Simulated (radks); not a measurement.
The numbers below are computed, except where a source is named.
Q: Coulomb parameter of the 5d shell of the tungsten ion W+ in the model configuration [Xe] 4f14 5d3.5 6s1.5, as a second difference U = [E(n + 0.5) + E(n - 0.5) - 2 E(n)] / (0.5)^2 with all orbitals relaxed. "Bare": the charge of the atom changes with n. "Screened": the 6s shell takes up the change at fixed total charge, which measures U(5d,5d) + U(6s,6s) - 2 U(5d,6s). Level of theory: scalar-relativistic Kohn-Sham, r2SCAN, spin-unpolarised, spherical densities, finite nucleus; meta-GGA in the generalised Kohn-Sham scheme; Fermi nuclear charge, rms radius 5.3658 fm (a radial shooting solver on a logarithmic mesh with Libxc functionals). Estimate both.

A: U(bare) = 9.668 eV, U(screened by 6s) = 0.575 eV, against the Slater integral F0(5d,5d) = 12.899 eV with frozen orbitals.
